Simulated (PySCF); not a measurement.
A species of formula C4H12Sn has this rotational fingerprint, computed with PBE0-D3(BJ)/def2-SVP geometry optimisation, gas phase, def2 core potentials past Kr in PySCF:

- Rotational constants: A = 2414, B = 2413, C = 2411 MHz
- Dipole components: |μa| = 0.00 D, |μb| = 0.00 D, |μc| = 0.00 D
- Inertial defect: -209.13 u·Å²

Question: Which structure is it? (One computed conformer of each.)
A. `[CH3][Sn]([CH3])([CH3])[CH3]` (SnMe4)
B. SnHMe2Et, `[H][Sn]([CH3])([CH3])[CH2]C`
C. SnH3(nBu), `[H][Sn]([H])([H])[CH2]CCC`
D. Sn(tBu)H3 (`C[C](C)(C)[SnH3]`)

Answer: A. It is [CH3][Sn]([CH3])([CH3])[CH3]. The candidates at the same level (rigid rotor, commonest isotopes):

| SMILES | A (MHz) | B (MHz) | C (MHz) | μa (D) | μb (D) | μc (D) | Δ (u·Å²) | point group | rotor |
| --- | --- | --- | --- | --- | --- | --- | --- | --- | --- |
| [H][Sn]([CH3])([CH3])[CH2]C | 3846 | 1917 | 1484 | 0.04 | 0.08 | 0.64 | -54.58 | C1 | asymmetric top |
| [CH3][Sn]([CH3])([CH3])[CH3] | 2414 | 2413 | 2411 | 0.00 | 0.00 | 0.00 | -209.13 | near Td | – |
| [H][Sn]([H])([H])[C](C)(C)C | 4257 | 1517 | 1517 | 0.96 | 0.00 | 0.00 | -118.70 | C3 | prolate symmetric top |
| [H][Sn]([H])([H])[CH2]CCC | 10324 | 780.3 | 760.1 | 0.92 | 0.09 | 0.21 | -31.72 | C1 | near-prolate asymmetric top |

`[H][Sn]([H])([H])[CH2]CCC` has A 328 % too high; `[H][Sn]([CH3])([CH3])[CH2]C` has A 59 % too high; `[H][Sn]([H])([H])[C](C)(C)C` has A 76 % too high. No structure here is proved a minimum.
